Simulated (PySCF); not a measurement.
**KSe at UHF-CCSD(T)**

Level: UHF-CCSD(T). basis K def2-SVP, Se def2-SVP; no relativity; PySCF 2.14.

```
state                          : ²Π (doublet), unpaired electrons π ↑
bond length                    : 3.006 Å
harmonic wavenumber            : 192 cm⁻¹
force constant                 : 0.571 mdyn/Å
rotational constant Be         : 0.07122 cm⁻¹
anharmonicity ωexe             : 0.601 cm⁻¹
vibration–rotation constant αe : 0.000367 cm⁻¹
well depth De to K + Se        : 1.99 eV
dissociation energy D0         : 1.98 eV
```

Correlated steps freeze 14 core orbitals. Correlated levels converge slowly with the basis: in double zeta they bind strong bonds too weakly, by up to about 1 eV, and carry superposition errors of some tenths. Spin–orbit coupling is left out. The state was picked by a PBE0 search and need not be the measured ground state.
